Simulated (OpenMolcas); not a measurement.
# Ag⁶⁺: effect of the active space

* Program: OpenMolcas 26.06
* Method: SS-CASPT2 or its RAS form, IPEA 0.25 Eh, imaginary shift 0.1 Eh
* Basis: ANO-RCC-VTZP
* Scalar Hamiltonian: DKH2, point nucleus
* Spin-orbit coupling: state interaction with AMFI integrals over the reference wave functions, term energies averaged over their components

A. 5 electrons in 5 orbitals (4d); 2S+1 = 6 even, 1 root; 2S+1 = 4 even, 24 roots; 2S+1 = 2 even, 75 roots; closed shells correlated: 4s 4p; CASPT2 step about 11 core-seconds
B. 11 electrons in 8 orbitals (RAS1 4p, at most 2 holes; RAS2 4d); 2S+1 = 6 even, 1 root; 2S+1 = 4 even, 24 roots; 2S+1 = 2 even, 70 roots; closed shells correlated: 4s; CASPT2 step roughly 80 core-seconds
C. 5 electrons in 10 orbitals (4d 5d); 2S+1 = 6 even, 1 root; 2S+1 = 4 even, 24 roots; 2S+1 = 2 even, 67 roots; closed shells correlated: 4s 4p; CASPT2 step about 30 core-minutes

Energies in cm-1 above 4d5 6S 5/2, the measured ground level; measured values from the list in Gamrath, thesis, University of Mons (2023).

```
               Level      A      B      C  Measured
          4d5 6S 5/2    0.0    0.0    0.0       0.0
          4d5 4G 5/2  31380  31330  31370     29390
          4d5 4G 7/2  32240  32200  32250     30378
         4d5 4G 11/2  32510  32460  32580     30662
          4d5 4G 9/2  32710  32670  32740     30907
   4d5 4P 3/2 [55 %]  34960  35080  35040     32994
   4d5 4P 1/2 [68 %]  36500  36620  36570     34605
          4d5 4D 7/2  38430  38680  38560     36485
   4d5 4D 1/2 [69 %]  40480  40690  40550     38685
   4d5 4D 5/2 [56 %]  41150  41360  41230     39299
   4d5 4D 3/2 [55 %]  41540  41750  41620          
         4d5 2I 11/2  47030  46680  46980     44011
         4d5 2I 13/2  48450  48120  48450     45546
4d5 2D 3/2(1) [53 %]  50810  50870  50880          
   4d5 4F 7/2 [51 %]  51910  51880  51940          
   4d5 4F 9/2 [64 %]  52080  52050  52170     49104
          4d5 4F 5/2  53870  53880  53910     51049
4d5 2F 7/2(1) [54 %]  55860  55900  55920          
   4d5 4F 3/2 [53 %]  56500  56870  56620          
   4d5 2H 9/2 [51 %]  56940  56750  56930          
       4d5 2G 7/2(1)  59070  59120  59000     55773
         4d5 2H 11/2  61030  60720  61020     57962
       4d5 2F 7/2(2)  62780  62930  62770     59792
          4d5 2S 1/2  67100  67520  67520
```

Deviations, from unrounded energies. A percentage is the sum of absolute deviations over the sum of measured energies, with the sign that they share, or ± where signs differ.

```
                        Against measurement  Levels     A     B     C
             mean absolute deviation (cm-1)      16  2400  2400  2400
other terms of the ground configuration (%)      16  +5.7  +5.7  +5.8
```

A, B, C lie about equally close to measurement. The largest miss of B in the table is 4d5 2G 7/2(1), by +3300 cm-1. The ranking rests on the paired levels alone, and a cruder setting can come out closer through cancelling errors.

The spin-orbit steps hold different terms of 4d5 (B lacks a 2D; C lacks a 2D, 2P), which shifts levels as well.

The two smallest mean deviations differ by little beside CASPT2's spread within terms, so their order carries little weight.

Among A to C the level of the table that moves most is 4d5 2S 1/2, by 420 cm-1 (lowest in A, highest in C). Moves below CASPT2's spread within the term are not significant.

CASPT2 breaks the degeneracy within a term, and the mean is taken; among the terms shown or strongly mixed into the levels shown the widest spread is 130 cm-1 (4d5 2I, A). Active for correlation alone: 4p; no level in the range computed is led by a configuration that opens it, so any true level of that kind is missing (holds for B). Active for correlation alone: 5d; no level in the range computed is led by a configuration that fills it, so any true level of that kind is missing (holds for C). Computed and measured levels are paired by configuration, term and J; levels that our copy of the source lacks, or whose pairing is in doubt (as where it misses far off the trend of its configuration), stay unpaired and out of the deviations. Only configurations of the active space appear. Levels that lie high or do not pair safely by name in every column are left out.

A share in square brackets marks a mixed level and gives the weight of the term that names it, the lowest over the columns. A number in round brackets counts repeated terms of one configuration in the order of the reference energies.
